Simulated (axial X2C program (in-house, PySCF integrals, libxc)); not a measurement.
Values are calculated unless marked as measured or tabulated.
**MoAs: input and output**

Program: an axial X2C code built on PySCF integrals.

Input file and command:
```json
{"zs": [42, 33], "q": 0, "bas": ["dyall-cv3z", "dyall-cv3z"], "levels": ["PBE0", "HF", "B97-3"], "cc": true, "r0": 2.59, "thr": -1.0, "nmax": 90, "npts": 10, "nst": 2, "ntry": 6}
```
```bash
python so2c.py task.json out
```

Keys: zs atomic numbers; q charge; bas basis sets; levels methods; cc coupled cluster on or off; r0 starting distance in Å; thr threshold in hartree for freezing inner shells (an s shell follows its p shell); nmax most natural virtual spinors; npts points on the curve; nst determinants followed; ntry starts of the search. HF also brings MP2.

Output of the PBE0 step, 2c, at R = 2.288 Å for the state Ω = 3/2. It starts from the PBE0 orbitals of the search at 2.288 Å.

```
two-component X2C + atomic mean field  PBE0
basis functions 257  fitting functions 1271  grid points 5801
iter        total energy     max residual
   1      -6306.349414488     6.34e-06
   2      -6306.349414483     1.46e-05
   3      -6306.349414491     4.52e-06
   4      -6306.349414491     9.02e-07
converged
one-electron -9366.35778302  Coulomb 2950.73767677  exact exchange -51.28767324  xc functional -157.29725724  nuclear repulsion 320.55927200  atomic mean-field constant -2.70364975
```
Energies are in hartree; totals compare only within one Hamiltonian and basis. The determinant is spin-polarised beyond a pure state at some levels (its spin-free form has ⟨S²⟩ too high), which makes Re and μ there less reliable.
